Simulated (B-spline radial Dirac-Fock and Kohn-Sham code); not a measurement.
Calculated with a B-spline atomic structure program, using configuration-average Dirac-Fock orbitals.

**Question.** This computed X-ray form factor belongs to an atom or ion in its tabulated ground configuration. Which?

```tsv
sin θ/λ (Å⁻¹)	f₀
0.06	52.849
0.09	52.661
0.11	52.495
0.15	52.067
0.19	51.515
0.27	50.068
1.49	19.140
2.63	11.612
3.17	9.138
```

**Answer.** Au²⁶⁺, with 53 electrons in [Kr] 4d10 4f7. f₀ tends to the number of electrons as s goes to zero, which the first rows give only roughly, and the rate of fall reflects the nuclear charge, 79.

**Question.** This computed X-ray form factor belongs to an atom or ion in its tabulated ground configuration. Which?

```tsv
sin θ/λ (Å⁻¹)	f₀
0.19	14.402
0.47	11.971
0.74	9.385
1.48	5.639
1.86	4.506
2.33	3.300
2.93	2.235
4.64	1.218
5.83	0.995
```

**Answer.** Zn¹⁵⁺, with 15 electrons in [Ne] 3s2 3p3. f₀ tends to the number of electrons as s goes to zero, which the first rows give only roughly, and the rate of fall reflects the nuclear charge, 30.

**Question.** This computed X-ray form factor belongs to an atom or ion in its tabulated ground configuration. Which?

| sin θ/λ (Å⁻¹) | f₀ |
| --- | --- |
| 0.2 | 2.997 |
| 0.3 | 2.993 |
| 0.35 | 2.990 |
| 0.45 | 2.984 |
| 0.8 | 2.950 |
| 1.1 | 2.907 |
| 1.4 | 2.853 |
| 1.6 | 2.811 |
| 6 | 1.755 |

**Answer.** Eu⁶⁰⁺, with 3 electrons in [He] 2s1. f₀ tends to the number of electrons as s goes to zero, which the first rows give only roughly, and the rate of fall reflects the nuclear charge, 63.
